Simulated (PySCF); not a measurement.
Nuclear quadrupole coupling in dimethyldichlorosilane

Dimethyldichlorosilane, C₂H₆Cl₂Si.
Z-matrix (Å and degrees, PBE0-D3(BJ)/def2-SVP geometry), rows numbered from 1:
```
C 
Si  1  1.8570
C   2  1.8573  1  114.78
Cl  2  2.0721  1  108.26  3   121.38
Cl  2  2.0726  1  108.69  3  -122.08
H   1  1.1008  2  110.60  3    58.15
H   1  1.0998  2  110.30  3   178.21
H   1  1.1009  2  110.18  3   -62.08
H   3  1.0998  2  110.49  1  -178.95
H   3  1.1009  2  110.46  1   -58.89
H   3  1.1009  2  110.19  1    61.19
```

Field gradients from the PBE0/pcSseg-1 density (PySCF, non-relativistic), principal values in atomic units, ordered |Vxx| ≤ |Vyy| ≤ |Vzz|:

```json
{"atom": "Cl4", "Vxx": "-1.0265", "Vyy": "-1.1507", "Vzz": "2.1772"}
{"atom": "Cl5", "Vxx": "-1.0254", "Vyy": "-1.1558", "Vzz": "2.1813"}
```

Question: Find the asymmetry η = (Vxx − Vyy)/Vzz and the couplings χ = eQV/h (234.96 MHz × Q in barn × V in au), with Q(35Cl) = −0.0817 b.

Answer: 
| atom | environment | nucleus | η | χzz (MHz) | χxx (MHz) | χyy (MHz) |
| --- | --- | --- | --- | --- | --- | --- |
| Cl4 | silicon-bound chlorine | 35Cl | 0.06 | -41.80 | 19.71 | 22.09 |
| Cl5 | silicon-bound chlorine | 35Cl | 0.06 | -41.87 | 19.68 | 22.19 |

Question: What is Vzz at Cl4 in SI units (1 au = 9.71736 × 10²¹ V/m²)?

Answer: 2.1772 au = 21.157 × 10²¹ V/m².

Question: What couplings would deuterons (Q(2H) = 0.00286 b) have in place of the hydrogens, at this geometry?

Answer: 
| atom | bonded to | bond length (Å) | Vzz (au) | η | χzz (kHz) |
| --- | --- | --- | --- | --- | --- |
| H6 | C1 | 1.101 | 0.2963 | 0.00 | 199 |
| H7 | C1 | 1.100 | 0.2967 | 0.00 | 199 |
| H8 | C1 | 1.101 | 0.2958 | 0.00 | 199 |
| H9 | C3 | 1.100 | 0.2968 | 0.00 | 199 |
| H10 | C3 | 1.101 | 0.2960 | 0.00 | 199 |
| H11 | C3 | 1.101 | 0.2957 | 0.00 | 199 |

Geometry: PBE0-D3(BJ)/def2-SVP; no solvent, vibrations or thermal averaging. With so small a basis the couplings can be 20 % off.

These values come from a run that also computed NMR shieldings. On one thread, Arm Neoverse V1 (aarch64) (shared host), this took 12 s wall and 0.69 GiB of memory at its peak.
